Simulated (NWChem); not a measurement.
Species: PbS, singlet; SMILES [Pb]=[S]

```xyz
2

Pb     0.0000     0.0000    -0.3643
S      0.0000     0.0000     1.9174
```
Atoms are numbered in this order, from 1.

Results from NWChem. Low-valent species are run as closed-shell singlets; no triplet was tried in these runs. Structure relaxed at the PBE0-D3(BJ)/def2-TZVP level. def2 effective core potentials on Pb; no spin-orbit coupling. Static field.

```
level                                              isotropic polarisability (bohr³)  anisotropy (bohr³)
-------------------------------------------------  --------------------------------  ------------------
PBE/def2-SVPD                                                                  67.8                47.0
B3LYP/def2-SVPD                                                                67.1                46.0
CAM-B3LYP/def2-SVPD                                                            65.8                 [?]
LC-BLYP (range parameter 0.33 per bohr)/def2-SVPD                              65.5                43.8
```

### Question
What belongs in the gaps?

### Answer

- CAM-B3LYP/def2-SVPD, anisotropy (bohr³): 44.3
